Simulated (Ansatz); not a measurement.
Cost and result for the atomization energy of CH4BFO, SMILES `OCBF` (8 atoms, 7 bonds).

Total charge 0; spin multiplicity 1. The geometry is a stationary point of PBE0-D4/def2-TZVP. It is one conformer, not always the lowest. Program: Ansatz. Hardware: A = 2 threads of an AMD EPYC 7R13 on a shared host; B = 2 threads of an AMD EPYC 7R13 on a shared host and a share of an NVIDIA H100 80 GB. Times are those of one run each, without the atoms' runs, and a repeat can differ threefold. Electronic energies, without spin–orbit coupling; frozen cores. CCSD(T)/CBS extrapolates def2-TZVPP and def2-QZVPP, and its time is that of the two runs behind it. T1 = 0.012. B3LYP takes the VWN-RPA correlation (the form of Gaussian; ORCA's B3LYP/G).

CCSD(T)/CBS is a level of theory with its own doubt, some kJ/mol a heavy atom from the limit and from the frozen cores, so smaller differences don't rank the functionals.

```json
{"level": "CCSD(T)/def2-QZVPP [B]", "functions": "348", "atomization (kcal/mol)": "736.3", "difference from CCSD(T)/CBS": "-7.2", "per bond": "-1.0"}
{"level": "PBE-D4/def2-TZVPP (with forces) [A]", "functions": "180", "atomization (kcal/mol)": "762.7", "difference from CCSD(T)/CBS": "19.2", "per bond": "2.7"}
{"level": "B3LYP-D4/def2-TZVPP (with forces) [A]", "functions": "180", "atomization (kcal/mol)": "745.1", "difference from CCSD(T)/CBS": "1.6", "per bond": "0.2"}
{"level": "CCSD(T)/def2-TZVPP [B]", "functions": "180", "atomization (kcal/mol)": "725.8", "difference from CCSD(T)/CBS": "-17.7", "per bond": "-2.5"}
{"level": "PBE0-D4/def2-TZVPP [A]", "functions": "180", "atomization (kcal/mol)": "745.7", "difference from CCSD(T)/CBS": "2.2", "per bond": "0.3"}
{"level": "CCSD(T)/CBS(def2)", "functions": "–", "atomization (kcal/mol)": "743.5", "difference from CCSD(T)/CBS": "0.0", "per bond": "0.0"}
{"level": "ωB97M-V/def2-TZVPP (with forces) [A]", "functions": "180", "atomization (kcal/mol)": "748.0", "difference from CCSD(T)/CBS": "4.5", "per bond": "0.7"}
{"level": "r2SCAN-D4/def2-TZVPP (with forces) [A]", "functions": "180", "atomization (kcal/mol)": "748.4", "difference from CCSD(T)/CBS": "4.9", "per bond": "0.7"}
{"level": "ωB97X-V/def2-TZVPP [A]", "functions": "180", "atomization (kcal/mol)": "745.4", "difference from CCSD(T)/CBS": "1.9", "per bond": "0.3"}
{"level": "B2PLYP/def2-TZVPP [A]", "functions": "180", "atomization (kcal/mol)": "739.5", "difference from CCSD(T)/CBS": "-4.0", "per bond": "-0.6"}
```

Task: Order the runs by time, with rough figures. (Estimate.)

Result: Computed: PBE-D4/def2-TZVPP (with forces) [A] 1.5 s; PBE0-D4/def2-TZVPP [A] 1.5 s; CCSD(T)/def2-TZVPP [B] 1.6 s; B3LYP-D4/def2-TZVPP (with forces) [A] 2.2 s; r2SCAN-D4/def2-TZVPP (with forces) [A] 2.5 s; B2PLYP/def2-TZVPP [A] 2.7 s; ωB97X-V/def2-TZVPP [A] 4 s; ωB97M-V/def2-TZVPP (with forces) [A] 5.5 s; CCSD(T)/def2-QZVPP [B] 6.5 s; CCSD(T)/CBS(def2) 8.1 s.

From PBE to PBE0 (25 % exact exchange), in def2-TZVPP and without D4, the atomization energy moves by −16.6 kcal/mol: exact exchange takes away binding that semilocal exchange gives to molecules. In def2-TZVPP, CCSD(T) changes the Hartree–Fock value by +176.1 kcal/mol (the triples alone add +10.3 kcal/mol) and MP2 by +194.7 kcal/mol; breaking electron pairs costs correlation energy, which Hartree–Fock lacks. The D4 term adds +3.6 kcal/mol with B3LYP and +1.9 kcal/mol with PBE0; it sums over pairs of atoms, weighted by their polarisabilities, and B3LYP, whose exchange is more repulsive, gets the larger term.
